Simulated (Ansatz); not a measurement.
Gas-phase electronic energies from Ansatz, PBE0-D4/def2-TZVP geometries. CBS: MP2 limit from def2 TZ/QZ plus the TZ coupled-cluster correction, frozen cores. This one scheme is used for every species. Functionals use def2-TZVPP. HSE06 is defined as in plane-wave codes. For Ge outer-core shells are correlated without core-valence functions, which leaves a few kJ/mol of doubt a bond. Scalar relativity is left out up to krypton. Each species was taken in one conformer, which may not be the lowest.

Consider the cleavage of the Si–Ge bond: `B[SiH2][GeH3]` + NH₃ → `B[SiH2]N` + GeH₄.

```
             level  ΔE (kcal/mol)  difference from CCSD(T)/CBS
           BLYP-D4           -2.1                          0.7
           PBE0-D4           -0.7                          2.1
        r2SCANh-D4           -2.1                          0.7
               PBE            0.3                          3.1
              BLYP           -2.8                          0.0
              PBE0           -1.2                          1.6
             HSE06           -1.1                          1.7
           LC-ωPBE           -4.2                         -1.4
      MP2/def2-SVP           -4.1                         -1.3
SCS-MP2/def2-QZVPP           -5.2                         -2.4
       CCSD(T)/CBS           -2.8                            0
```

Largest T1 diagnostic among the species: 0.013.

Leaving LDA and LC-ωPBE aside and taking each functional with its dispersion term where it has one, the values, not all of them listed here, spread over 6.1 kcal/mol, from CAM-B3LYP-D4 to PBE-D4. LDA lies −1.2 kcal/mol from PBE without D4. From PBE to PBE0 (25 % exact exchange), in def2-TZVPP and without D4, ΔE moves by −1.4 kcal/mol. The D4 term adds +0.8 kcal/mol with B3LYP and +0.5 kcal/mol with PBE0; it sums over pairs of atoms, weighted by their polarisabilities, and B3LYP, whose exchange is more repulsive, gets the larger term.

B3LYP here is the variant with VWN-RPA as its local correlation; programs differ in this.
